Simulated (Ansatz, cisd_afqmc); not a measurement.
System: CH4Si, charge 1, doublet. CH4Si+ (parent SMILES C=[SiH2], doublet).
B3LYP-D3(BJ)/def2-TZVP minimum from Ansatz (an electronic-structure program):
```xyz
6

C     -1.2075    -0.0548    -0.0300
Si     0.5853     0.0265     0.0145
H     -1.8223     0.8390    -0.0771
H     -1.7405    -1.0005    -0.0114
H      1.3633    -1.2137     0.0779
H      1.2501     1.3322    -0.0130
```
Charge +1, spin multiplicity 2.

Total energies in cc-pV(D+d)Z, 11 correlated electrons, 6 frozen orbitals. Open shells are spin-unrestricted; no spin-orbit coupling. Cores are frozen in correlated methods. No relativity. The Monte Carlo rows (phaseless AFQMC, CISD trial, step 0.005/hartree) carry one-sigma bars that omit the constraint's bias. Outlying blocks are dropped, and bars are widened where a walk drifts. Over all cases where full CI ran beside it in this data, AFQMC minus full CI had a median of +0.1 mEh and passed +0.4 mEh in a tenth of the cases. The spin of CH4Si+ (parent SMILES C=[SiH2], doublet) was assumed, and the state is the lowest solution found for it.

| method | program | energy (Eh) | minus CCSDT(Q) (mEh) |
|---|---|---|---|
| HF | Ansatz | -328.80371 | 237.26 |
| MP2 | Ansatz | -328.99686 | 44.11 |
| CCSD | Ansatz | -329.03431 | 6.66 |
| CCSD(T) | Ansatz | -329.03972 | 1.25 |
| CCSDT(Q) | Ansatz | -329.04097 | 0.00 |
| AFQMC/CISD | cisd_afqmc | -329.0406 ± 0.0003 | 0.4 ± 0.3 |

Rough core times of Ansatz's runs on a shared machine: CCSD(T) under 20 s, CCSDT(Q) 2 min.
